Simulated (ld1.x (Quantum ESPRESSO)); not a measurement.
**germanium: one change to a TM potential, before and after**

ld1.x (Quantum ESPRESSO) 7.5 input, shortened:

```
&input
   title='Ge', zed=32., rel=1, dft='PBE', iswitch=3,
   config='[Ar] 3d10 4s2 4p2'
 /
 &inputp
   pseudotype=2, tm=.true., lloc=2,
   nlcc=.true., rcore=0.95
 /
3
4S  1  0   2.00   0.00  1.50  1.50  0.0
4P  2  1   2.00   0.00  2.00  2.00  0.0
3D  3  2  10.00   0.00  1.10  1.10  0.0
 &test
   configts(1)='3d10 4s2 4p2'
 /
```

All-electron outer shells of the reference configuration (PBE, scalar-relativistic, ld1.x):

```csv
shell,level (eV),outermost node (bohr),outermost maximum (bohr)
3s,-168.49,0.26,0.54
3p,-115.62,0.23,0.54
3d,-29.31,–,0.50
4s,-11.73,0.77,1.75
4p,-3.90,0.82,2.22
```

Change: wave 4s (bound): rc 1.50 bohr becomes 4s (bound): rc 1.92 bohr.

Cutoffs: the cutoffs (Ry, on a coarse ladder) from which the occupation-weighted sum of valence levels, in a spherical-Bessel basis at the reference potential, stays within 10 and 1 mRy of its value at 400 Ry; they do not see the model core or the augmentation charge, which bear on the density cutoff. Errors are all-electron minus pseudo energies relative to the spin-unpolarised reference configuration.

Problem. Predict the effect on cutoff, ghosts and configuration errors.

Solution. Both files keep a bound ghost (p, s); the number of tests that count goes from 6 to 7; of the 6 tests that both files solve, the error grows in 1 and shrinks in 2 by more than 15 % and 0.3 meV (median size 1.2 → 0.7 meV).

| quantity | base | changed |
| --- | --- | --- |
| cutoff, loose | 230 Ry | 230 Ry |
| cutoff, tight | over 300 Ry | over 300 Ry |
| loose cutoff by channel (10 mRy a level) | s 15 Ry, p 6 Ry, d 200 Ry | s 12 Ry, p 6 Ry, d 200 Ry |
| bound ghosts | s, p | s, p |
| tests counted (converged, no solver errors) | 6 of 7 | 7 of 7 |
| error for 3d10 4s2 4p1, meV [ΔE 7.44 eV] | -0.4 | -0.3 |
| error for 3d10 4s2 4p0, meV [ΔE 22.88 eV] | -2.0 | -1.1 |
| error for 3d10 4s1 4p0, meV [ΔE 57.67 eV] | -12 | -10 |
| error for 3d10 4s2 4p2.3, meV [ΔE -0.88 eV] | +0.1 | +0.1 |
| error for 3d10 4s2 4p1.5, meV [ΔE 2.80 eV] | -0.3 | -0.3 |
| error for 3d10 4s0 4p4, meV [ΔE 16.20 eV] | -6.9 | -13 |
| s: phases at 2.21 bohr within 0.05 rad from the reference energy up to (Ry; the scan ends near 5) | 2.4 | 2.2 |
| p: phases at 2.21 bohr within 0.05 rad from the reference energy up to (Ry; the scan ends near 5) | 4.5 | 4.5 |
| d: phases at 2.21 bohr within 0.05 rad from the reference energy up to (Ry; the scan ends near 5) | 1.1 | 1.1 |

Base: Tests not counted: 3d9 4s2 4p2 (solver errors, printed error -18.8 eV). A true bound ghost makes a file unfit for plane-wave use even where its test errors are small: the radial tests pick states by their node count and pass the ghost by. Where a test does run into it, the solver fails or the error is huge.
